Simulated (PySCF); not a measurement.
**Which basis set comes closest?**

Molecule: SMILES CSc1ccccn1, C$_{6}$H$_{7}$NS.

Molfile (atoms numbered from 1):
```
C6H7NS
     RDKit          3D

 15 15  0  0  0  0  0  0  0  0999 V2000
    2.9636   -0.1846    0.0540 C   0  0  0  0  0  0  0  0  0  0  0  0
    1.9443    1.2771    0.3005 S   0  0  0  0  0  0  0  0  0  0  0  0
    0.3309    0.5924    0.1262 C   0  0  0  0  0  0  0  0  0  0  0  0
   -0.7701    1.4574    0.2645 C   0  0  0  0  0  0  0  0  0  0  0  0
   -2.0405    0.9214    0.1301 C   0  0  0  0  0  0  0  0  0  0  0  0
   -2.1830   -0.4441   -0.1354 C   0  0  0  0  0  0  0  0  0  0  0  0
   -1.0257   -1.2050   -0.2534 C   0  0  0  0  0  0  0  0  0  0  0  0
    0.2028   -0.7037   -0.1265 N   0  0  0  0  0  0  0  0  0  0  0  0
    4.0038    0.1537    0.1532 H   0  0  0  0  0  0  0  0  0  0  0  0
    2.7983   -0.6117   -0.9434 H   0  0  0  0  0  0  0  0  0  0  0  0
    2.7400   -0.9472    0.8111 H   0  0  0  0  0  0  0  0  0  0  0  0
   -0.6172    2.5184    0.4727 H   0  0  0  0  0  0  0  0  0  0  0  0
   -2.9192    1.5632    0.2317 H   0  0  0  0  0  0  0  0  0  0  0  0
   -3.1661   -0.9040   -0.2480 H   0  0  0  0  0  0  0  0  0  0  0  0
   -1.0874   -2.2792   -0.4616 H   0  0  0  0  0  0  0  0  0  0  0  0
  1  2  1  0
  2  3  1  0
  3  4  2  0
  4  5  1  0
  5  6  2  0
  6  7  1  0
  7  8  2  0
  8  3  1  0
  1  9  1  0
  1 10  1  0
  1 11  1  0
  4 12  1  0
  5 13  1  0
  6 14  1  0
  7 15  1  0
M  END
```

Geometry PBE0-D3(BJ)/def2-SVP throughout; GIAO in PySCF 2.14.0 with density-fitted response routines, gas phase, one conformer, non-relativistic; equivalent atoms averaged; functional PBE0.

Reference values (estimated from measurements, as parent shift plus tabulated substituent increments; solution, not stated per compound (mostly CDCl3 or CCl4); Pretsch, Buehlmann, Badertscher, Structure Determination of Organic Compounds, 4th ed. (2009)): δ(C3) = 160.0 ppm, δ(C4) = 119.1 ppm, δ(C5) = 135.9 ppm, δ(C6) = 121.5 ppm, δ(C7) = 149.3 ppm. Computed shifts are taken against TMS, calculated as an isolated molecule at each level.

**Question.** How do the basis sets STO-3G, pcSseg-0, 6-31G, 6-31G*, cc-pVDZ, def2-SVP, pcSseg-1, aug-cc-pVDZ, 6-311+G(2d,p), def2-TZVP perform against the reference? Times are CPU seconds on shared hosts with different chips, so compare them loosely.

**Answer.** 
```tsv
basis set	functions	C3	C4	C5	C6	C7	mean abs. error C	core-s
STO-3G	51	133.9	103.8	112.3	104.0	119.8	22.4	5.1
pcSseg-0	90	174.6	131.5	144.5	128.3	161.3	10.9	8.6
6-31G	90	159.1	119.1	129.7	115.5	143.5	3.8	11
6-31G*	130	156.6	116.6	128.6	112.5	142.8	5.7	16
cc-pVDZ	151	164.0	121.2	134.0	117.7	148.1	2.6	18
def2-SVP	151	163.2	118.8	132.8	115.5	147.0	3.0	16
pcSseg-1	178	168.2	126.5	140.6	122.5	155.0	5.4	22
aug-cc-pVDZ	251	164.4	120.0	133.3	116.4	149.2	2.6	38
6-311+G(2d,p)	266	167.8	124.5	138.4	120.2	153.4	4.2	43
def2-TZVP	296	169.9	125.9	140.1	121.6	154.9	5.3	49
```

For $^{13}$C the closest is cc-pVDZ (2.6 ppm, with aug-cc-pVDZ practically level) and the furthest STO-3G (22.4 ppm). Where a smaller basis beats a larger one, errors probably cancel. One molecule is a small sample, and vibrational and solvent effects are absent from the calculation.

A small basis that lands close on one nucleus may do so by chance; judge by the trend and by all nuclei.
